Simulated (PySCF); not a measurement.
A species of formula C7H14P2 has this rotational fingerprint, computed with PBE0/pcSseg-1 in PySCF (dipole) on a GFN2-xTB geometry, gas phase:

```
Rotational constants : A = 1822, B = 738.7, C = 670.2 MHz
Dipole components    : |μa| = 0.74 D, |μb| = 2.85 D, |μc| = 0.11 D
Inertial defect      : -207.48 u·Å²
κ                    : -0.88
```

Task: Which structure is it? (One computed conformer of each.)
A. `[CH2:1]=[C:2]([CH3:3])[P:4]1[CH2:5][CH2:6][PH:7][CH2:8][CH2:9]1` with C1–C2–P4–C5 28°, C2–P4–C5–C6 166°, P4–C5–C6–P7 -69°, C5–C6–P7–C8 53°, C6–P7–C8–C9 -53°
B. `[CH2:1]=[CH:2][P:3]1(=[CH2:4])[CH2:5][CH2:6][PH:7][CH2:8][CH2:9]1` with C1–C2–P3–C4 -94°, C2–P3–C5–C6 164°, P3–C5–C6–P7 -70°, C5–C6–P7–C8 70°, C6–P7–C8–C9 -70°
C. `[CH2:1]=[CH:2][P:3]1[CH2:4][CH2:5][P:6]([CH3:7])[CH2:8][CH2:9]1` with C1–C2–P3–C4 34°, C2–P3–C4–C5 162°, P3–C4–C5–P6 -73°, C4–C5–P6–C7 165°, C5–P6–C8–C9 -65°
D. `[CH3:1][CH2:2][P:3]([PH2:4])[C:5]1=[CH:6][CH2:7][CH2:8][CH2:9]1` with C1–C2–P3–P4 -173°, C2–P3–P4–H -92° and 175°, C2–P3–C5–C6 137°, C5–C6–C7–C8 -13°, C6–C7–C8–C9 20°, C7–C8–C9–C5 -20°, P3–C5–C9–C8 -166°
E. `[CH2:1]=[C:2]([CH3:3])/[P:4]=[P:5]/[C@@H:6]([CH3:7])[CH2:8][CH3:9]` with C1–C2–P4–P5 -179°, P4–P5–C6–C7 142°, P5–C6–C8–C9 174°
F. `[CH2:1]=[CH:2]/[P:3]=[P:4]\[C:5]([CH3:6])([CH3:7])[CH2:8][CH3:9]` with C1–C2–P3–P4 -118°, P3–P4–C5–C6 50°, P4–C5–C8–C9 -67°

Result: F. It is C=C/P=P\C(C)(C)CC, an asymmetric top, point group C1. The candidates at the same level (rigid rotor, commonest isotopes):

```json
{"SMILES": "C=C/P=P\\C(C)(C)CC", "A (MHz)": "1822", "B (MHz)": "738.7", "C (MHz)": "670.2", "μa (D)": "0.74", "μb (D)": "2.85", "μc (D)": "0.11", "Δ (u·Å²)": "-207.48", "point group": "C1", "rotor": "asymmetric top"}
{"SMILES": "C=CP1(=C)CCPCC1", "A (MHz)": "1978", "B (MHz)": "827.0", "C (MHz)": "776.0", "μa (D)": "1.15", "μb (D)": "0.66", "μc (D)": "1.42", "Δ (u·Å²)": "-215.39", "point group": "C1", "rotor": "near-prolate asymmetric top"}
{"SMILES": "C=C(C)P1CCPCC1", "A (MHz)": "2342", "B (MHz)": "736.2", "C (MHz)": "621.3", "μa (D)": "1.16", "μb (D)": "0.21", "μc (D)": "0.87", "Δ (u·Å²)": "-88.80", "point group": "C1", "rotor": "asymmetric top"}
{"SMILES": "C=C(C)/P=P/[C@@H](C)CC", "A (MHz)": "2640", "B (MHz)": "530.9", "C (MHz)": "487.4", "μa (D)": "0.04", "μb (D)": "0.01", "μc (D)": "0.17", "Δ (u·Å²)": "-106.45", "point group": "C1", "rotor": "near-prolate asymmetric top"}
{"SMILES": "CCP(P)C1=CCCC1", "A (MHz)": "1486", "B (MHz)": "848.2", "C (MHz)": "669.8", "μa (D)": "0.97", "μb (D)": "0.58", "μc (D)": "0.30", "Δ (u·Å²)": "-181.37", "point group": "C1", "rotor": "asymmetric top"}
{"SMILES": "C=CP1CCP(C)CC1", "A (MHz)": "2693", "B (MHz)": "687.1", "C (MHz)": "614.6", "μa (D)": "0.43", "μb (D)": "0.00", "μc (D)": "0.06", "Δ (u·Å²)": "-100.83", "point group": "C1", "rotor": "near-prolate asymmetric top"}
```

`C=C(C)P1CCPCC1` has A 29 % too high; `CCP(P)C1=CCCC1` has A 18 % too low; `C=C(C)/P=P/[C@@H](C)CC` has A 45 % too high; `C=CP1(=C)CCPCC1` has C 16 % too high; `C=CP1CCP(C)CC1` has A 48 % too high. No structure here is proved a minimum.
